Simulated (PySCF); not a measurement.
Question: What does the PBE0-D3(BJ)/def2-SVP structure of `BrC1=CCC=N1` look like in three dimensions?

Answer: 
```
atom  x, y, z in Å
Br1    2.7361   -1.0103    1.1298
C2     1.0685   -0.4859    0.4788
C3     0.7502    0.6917   -0.0975
C4    -0.6997    0.5942   -0.4319
C5    -1.0161   -0.7823    0.0625
N6    -0.0055   -1.3861    0.5769
H7     1.4049    1.5413   -0.2786
H8    -0.9111    0.6924   -1.5131
H9    -1.3199    1.3596    0.0705
H10   -2.0000   -1.2594    0.0042
```

Orientation and origin are arbitrary. Atoms count from 1 in this order. The C–C distances run from 1.349 Å (C2=C3, drawn double) to 1.496 Å (C4–C5, drawn single), a spread of 0.147 Å. The 2 C–N bonds span 1.285 Å (C5=N6, drawn double) to 1.405 Å (C2–N6, drawn single), a spread of 0.120 Å. The 6 heavy atoms lie in one plane (0.000 Å rms). The 5-membered ring C2–C3–C4–C5–N6 has internal angles of 101.1° to 114.1° (sum 540°, against 540° for a flat polygon); it is planar, 0.00 Å rms from its mean plane, widest ring torsion 0°.

Bonds between heavy atoms (Å): Br1–C2 1.865, C2=C3 1.349, C3–C4 1.491, C4–C5 1.496, C5=N6 1.285, C2–N6 1.405.

Theory: PBE0-D3(BJ)/def2-SVP geometry optimisation, gas phase (PySCF 2.14.0).

Point group: Cs (tolerance 0.08 Å). No PBE0-D3(BJ)/def2-SVP frequencies stand behind this structure, so it isn't proved a minimum.
